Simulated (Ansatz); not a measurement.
The cation of CH₅BSSi, SMILES `C[SiH]1BS1` at the neutral geometry.

```yaml
crystal:
  periodic: [false, false, false]
  atoms:
    - {symbol: C, position_ang: [-0.467593, 1.367558, -0.015481]}
    - {symbol: Si, position_ang: [0.214297, -0.287679, -0.533463]}
    - {symbol: B, position_ang: [0.871448, -1.656192, 0.659488]}
    - {symbol: S, position_ang: [-0.808574, -2.035654, 0.251648]}
    - {symbol: H, position_ang: [-0.682505, 1.376863, 1.054127]}
    - {symbol: H, position_ang: [0.262244, 2.153750, -0.227910]}
    - {symbol: H, position_ang: [-1.384327, 1.600781, -0.561501]}
    - {symbol: H, position_ang: [0.423488, -0.364860, -2.000935]}
    - {symbol: H, position_ang: [1.660120, -2.200966, 1.356726]}
basis:
  gaussian: {orbitals: def2-TZVPP}
total_charge: 1
magnetization: {spin_polarized: true, initial_magnetization: 1}
hamiltonian: {xc: {name: B2PLYP}}
```

```sh
$ ansatz run in.yaml --threads 4 --pin off --events-out ev --progress --plain
```

It prints (some lines left out):

```
Functional definition: B2PLYP
1237 factors; integrals over basis functions are off by at most 1.3e-3 eV
mean field evaluation 1: about -20480.4760 eV, gradient 3.7e1 eV
mean field evaluation 2: about -20480.6758 eV, gradient 3.7e1 eV
mean field evaluation 4: about -20487.0247 eV, gradient 3.5e0 eV
mean field evaluation 8: about -20487.1047 eV, gradient 5.6e-1 eV
mean field evaluation 16: about -20487.1079 eV, gradient 1.0e-2 eV
mean field evaluation 32: about -20487.1080 eV, gradient 2.8e-5 eV
mean field -20487.10796150 eV, -752.8873309246 hartree, gradient 8.4e-6 eV, S^2 0.759174; 2 other end points of the search recorded, 0 dependent functions left out
12 core orbitals not correlated: weight in the atoms' cores, before any rotation towards them, 1.000 or more for the frozen orbitals, at most 0.000 for the correlated occupied ones
reference -20487.10813289 eV, -752.8873372230 hartree; 11, 10 occupied and 193, 194 virtual orbitals, 1237 factors
second order -18.19250073 eV of doubles, -0.00000000 eV of singles
Total energy: -20492.02010808 eV, -753.0678489820 hartree
```

It took 8 s on 4 threads of a server CPU on a shared host, with 0.61 GiB of host memory at the peak.
